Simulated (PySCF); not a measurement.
# Computed properties of Te(NH2)(SH) (H3NSTe), SMILES N[Te]S

Te(NH2)(SH) (H₃NSTe), SMILES [Te](N)S. Geometry: B3LYP-D3(BJ)/def2-SVP. The def2 effective core potentials stand for the cores of Te; spin–orbit coupling is left out. One conformer was computed; it need not be the lowest. All values are computed for the isolated molecule unless a solvent is named; none is compared with measurement here.

**Structure.** All 12 harmonic modes at B3LYP-D3(BJ)/def2-SVP (PySCF) are real, so it is a minimum. With heavy atoms numbered as in [Te:1]([NH2:2])[SH:5], the shortest bond between them is Te1–N2 at 2.044 Å and the longest Te1–S5 at 2.444 Å.

**Vibrations.** The strongest infrared lines (harmonic, unscaled, degenerate partners summed) lie at 398 cm⁻¹ (84 km/mol, H 41 %, N 37 %, S 16 %), 652 cm⁻¹ (38 km/mol, N 47 %, H 45 %, Te 8 %), 313 cm⁻¹ (35 km/mol, S 58 %, Te 18 %, H 17 %). The softest mode is at 166 cm⁻¹ and the zero-point energy is 21.7 kcal/mol.

**Electronic structure.** CAM-B3LYP/def2-TZVPD (PySCF) places the frontier levels at -7.75 and -0.74 eV, a gap of 7.01 eV, and gives a dipole moment of 2.22 D and a mean polarisability of 75.9 bohr³.

**Excitations.** TDDFT-ωB97X/def2-SVPD (PySCF) has S1 at 3.42 eV (363 nm, f = 0.002, dark); the most intense of the 10 singlets computed lies at 5.96 eV (f = 0.11). T1 (TDA) is at 2.83 eV. No vertical singlet excitation falls in the visible range (under 3.1 eV).
